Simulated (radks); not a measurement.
Task: These are the eigenvalues of the occupied orbitals of an atom or ion with whole-number occupations (Ry). Calculated with a radial shooting solver on a logarithmic mesh with Libxc functionals: scalar-relativistic Kohn-Sham, r2SCAN, spin-polarised, spherical densities, finite nucleus; meta-GGA in the generalised Kohn-Sham scheme; Fermi nuclear charge, rms radius of each element as measured or else 0.836 A^(1/3) + 0.57 fm.

orbital  eigenvalue
1s down   -399.9489
1s up     -399.9480
2s up     -49.08076
2s down   -49.03372
2p up     -41.56960
2p down   -41.53340
3s up      -9.28974
3s down    -9.16641
3p up      -7.22738
3p down    -7.10448
3d up      -4.06795

Which element is it, and in what charge state? The configuration may be excited. Open shells, if any, are filled with parallel spins first.

Result: Z = 23, vanadium, charge +4: V4+ in [Ar] 3d1. The list shows which subshells hold electrons but not how many an open one holds; the 1s level, -199.97 hartree, gives Z - s = 20.0 by -(Z - s)^2/2, which with screening and relativity narrows Z to a few neighbours, and the depths of the outer levels then fix element, charge and occupations together.
